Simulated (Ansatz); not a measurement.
A search over several starts for the lowest SCF solution of Ta2P2 at the given spin, in a small basis.

```yaml
crystal:
  periodic: [false, false, false]
  atoms:
    - {symbol: Ta, position_ang: [-0.683303, -0.038461, -1.269156]}
    - {symbol: Ta, position_ang: [0.121871, 1.393326, 0.350599]}
    - {symbol: P, position_ang: [1.339220, -0.626707, -0.112871]}
    - {symbol: P, position_ang: [-0.777778, -0.728158, 1.031429]}
basis:
  gaussian: {orbitals: def2-SVP}
magnetization: {spin_polarized: true, initial_magnetization: 0}
hamiltonian: {xc: pbe0, dispersion: d4}
output: {orbitals: {seedname: orbitals}}
```

```sh
$ ansatz run in.yaml --threads 4 --pin off --events-out ev --progress --plain --max-ram 3916MiB
```

Shortened log:

```
Functional definition: PBE0
950 factors; integrals over basis functions are off by at most 6.4e-4 eV
mean field evaluation 1: about -21657.6664 eV, gradient 3.8e1 eV
mean field evaluation 2: about -21615.1289 eV, gradient 8.8e1 eV
mean field evaluation 4: about -21664.2285 eV, gradient 9.2e0 eV
mean field evaluation 8: about -21664.8389 eV, gradient 5.4e-1 eV
mean field evaluation 16: about -21664.8409 eV, gradient 1.3e-3 eV
mean field evaluation 32: about -21664.8409 eV, gradient 3.5e-5 eV
mean field -21664.84092330 eV, -796.1682189748 hartree, gradient 3.5e-5 eV, S^2 0.000000; 3 other end points of the search recorded, 0 dependent functions left out
reference -21664.84095101 eV, -796.1682199929 hartree; 28, 28 occupied and 72, 72 virtual orbitals, 950 factors
Total energy: -21665.03208254 eV, -796.1752439472 hartree
```

Run time 4.1 s (4 threads of Arm Neoverse V1 on a shared host).

In the def2 sets Ta takes a core potential; there is no spin–orbit coupling. The structure comes from a short search, and lower isomers may exist.
